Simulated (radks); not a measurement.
Coherent X-ray form factor from a spherical all-electron density. Calculated with a radial shooting solver on a logarithmic mesh with Libxc functionals: Dirac Kohn-Sham, relativistic LDA (MacDonald-Vosko exchange, VWN5 correlation), spin-unpolarised, spherical densities, finite nucleus; Fermi nuclear charge, rms radius of each element as measured or else 0.836 A^(1/3) + 0.57 fm.

sin(theta)/lambda (1/angstrom)  f0 (electrons)
0.05                                    24.920
0.1                                     24.681
0.15                                    24.291
0.2                                     23.761
0.25                                    23.106
0.3                                     22.342
0.4                                     20.569
0.5                                     18.605
0.6                                     16.604
0.8                                     12.950
1                                       10.155
1.25                                     7.905
1.5                                      6.618
2                                        5.224

The species is in the configuration that NIST lists as its ground one. Which atom or ion scatters so?

Answer. The rubidium ion Rb12+, [Ar] 3d(3/2: 4, 5/2: 3). Extrapolating in s^2 from the first two rows gives f0(0) = 25.0, near the electron count 25; among species with that count, the fall with angle is slower the higher Z, and the table is that of Z = 37; from so few rows the species is fixed only to a neighbour or two.
